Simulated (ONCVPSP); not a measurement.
# What one change does to a pseudopotential (Te, ONCV)

- Element: Te
- Generator: ONCVPSP 4.0.1
- Type: optimised norm-conserving Vanderbilt (ONCV)
- Functional: PBE
- Relativity: fully relativistic
- Frozen core: [Kr] 4d10
- Valence charge: 6
- Reference configuration: 5s2 5p4
- Partial waves: 5s: rc 1.65 bohr, ncon 4, nbas 7, qcut 3.1 1/bohr, 2 projectors, debl 3.7 Ha; 5p: rc 2.25 bohr, ncon 4, nbas 7, qcut 4.2 1/bohr, 1 projector
- Local potential: polynomial inside 1.35 bohr (lpopt 5, dvloc0 2 Ha)
- Core correction: Teter function, fcfact 5.5, rcfact 1.45

Open shells are filled in proportion to 2j + 1.

All-electron outer shells of the reference configuration (PBE, scalar-relativistic, ld1.x):

```json
{"shell": "4p", "level (eV)": "-114.41", "outermost node (bohr)": "0.38", "outermost maximum (bohr)": "0.74"}
{"shell": "4d", "level (eV)": "-41.65", "outermost node (bohr)": "0.36", "outermost maximum (bohr)": "0.81"}
{"shell": "5s", "level (eV)": "-15.11", "outermost node (bohr)": "0.91", "outermost maximum (bohr)": "1.80"}
{"shell": "5p", "level (eV)": "-5.95", "outermost node (bohr)": "1.00", "outermost maximum (bohr)": "2.17"}
```

Change: s: nproj 3.

Cutoffs: the cutoffs (Ha) at which the residual kinetic energy of the hardest occupied pseudo-wave falls to 1 and 0.1 mHa per electron; they do not see the model core or the augmentation charge, which bear on the density cutoff. Errors are all-electron minus pseudo energies relative to the spin-unpolarised reference configuration.

What does the change do?

The potential gets neither clearly harder nor softer (15 Ha and 29 Ha → 15 Ha and 29 Ha); a bound ghost appears in s, which as a rule spoils a file; the errors of the 4 common tests hardly move; the range in which the s phases agree widens (upper end 1.4 → at the end of the scan).

```csv
quantity,base,changed
"cutoff, loose",15 Ha,15 Ha
"cutoff, tight",29 Ha,29 Ha
bound ghosts,none,s
GHOST(+) flags under 300 eV,"p3/2 at 19.4 eV, s at 40.6 eV","p3/2 at 19.4 eV, s at 198.0 eV"
"error for 5s2 5p3, meV [ΔE 9.75 eV]",-9.0,-9.1
"error for 5s2 5p2, meV [ΔE 27.70 eV]",-73,-74
"error for 5s2 5p1, meV [ΔE 54.63 eV]",-283,-286
"error for 5s2 5p0, meV [ΔE 91.15 eV]",-784,-792
s: phases at 1.67 bohr within 0.05 rad from the reference energy up to (Ha; the scan ends near 5),1.4,to the end of the scan
p3/2: phases at 2.28 bohr within 0.05 rad from the reference energy up to (Ha; the scan ends near 5),0.5,0.5
p1/2: phases at 2.28 bohr within 0.05 rad from the reference energy up to (Ha; the scan ends near 5),0.6,0.6
"rms error of d²Exc/dni dnj with the model core, mHa",1.77,1.77
```

 A true bound ghost makes a file unfit for plane-wave use even where its test errors are small: the radial tests pick states by their node count and pass the ghost by.
